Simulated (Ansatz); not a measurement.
`N[SiH](F)F` + `N=C(O)O` → `N[Si](O)(F)F` + `N=CO`  (formal exchange of groups at the Si–H bond)

Computed with Ansatz on PBE0-D4/def2-TZVP structures; ΔE is electronic, products minus reactants. CCSD(T)/CBS is the MP2 limit (def2-TZVPP, def2-QZVPP) plus CCSD(T) − MP2 in def2-TZVPP, frozen cores. This one scheme is used for every species. DFT in def2-TZVPP. One conformer a species, not always the lowest.

| level | ΔE (kJ/mol) |
| --- | --- |
| r2SCAN | -140.8 |
| CCSD/CBS(def2) | -153.1 |

Task: What does CCSD(T)/CBS give? (Estimate.)

Result: Computed: -151.9 kJ/mol. The listed levels differ from it by 11.1, -1.2 kJ/mol.

Task: What do rigid-rotor, harmonic-oscillator terms from PBE0-D4/def2-TZVP frequencies (298.15 K, 1 bar) make of the CCSD(T)/CBS value? (Best estimate.)

Result: The calculation gave: ΔZPE = +3.1 kJ/mol, ΔH = -148.0 kJ/mol, ΔS = -3 J/(mol·K), ΔG = -147.0 kJ/mol.

Largest T1 diagnostic among the species: 0.014.

From PBE to PBE0 (25 % exact exchange), in def2-TZVPP and without D4, ΔE moves by −3.8 kJ/mol. At CCSD(T), def2-SVP lies +32.0 kJ/mol from the extrapolated value and def2-TZVPP +3.3 kJ/mol. Leaving LDA and LC-ωPBE aside and taking each functional with its dispersion term where it has one, the values, not all of them listed here, spread over 15.7 kJ/mol, from BHLYP-D4 to PBE-D4. LDA lies +3.7 kJ/mol from PBE without D4.
